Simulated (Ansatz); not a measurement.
`C[O+]1[InH2-][O+](C)[InH2-]1`, charge 0, multiplicity 1.

(1) Give a relaxed structure at PBE0-D4/def2-TZVP (Ansatz). (Best estimate.)

Answers

(1) Ansatz gave: 
```xyz
16

C     0.8700    1.5144   -1.8235
O     0.0263    0.4765   -1.3824
In   -1.5272    0.8444    0.0728
O    -0.6801   -0.9916    0.8335
C    -0.4135   -1.1547    2.2069
In    0.8389   -1.3867   -0.6509
H     1.5347    1.1576   -2.6178
H     0.2800    2.3388   -2.2385
H     1.4924    1.9150   -1.0126
H    -0.9637    2.1076    1.0894
H    -3.0143    0.4459   -0.6652
H    -1.3223   -0.9914    2.7964
H     0.3552   -0.4576    2.5653
H    -0.0706   -2.1744    2.4129
H     2.3492   -1.0165    0.0761
H     0.2450   -2.6272   -1.6625
```
Point group C2v.
This is one stationary point; other conformers may exist.
